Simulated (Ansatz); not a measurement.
Harmonic frequencies (cm⁻¹) at PBE0-D4/def2-TZVP from Ansatz: 172, 219, 277, 500, 664, 905, 999, 1082, 1153, 1154, 1241, 1321, 1458, 1487, 1500, 1586, 2629, 3036, 3090, 3141, 3616.

Each molecule was computed in one conformer, which needn't be the lowest.

(1) Which molecule is it?
A. `NBCF`
B. `NCBF`
C. `CBN`
D. `CNBF`

Results:

(1) D.
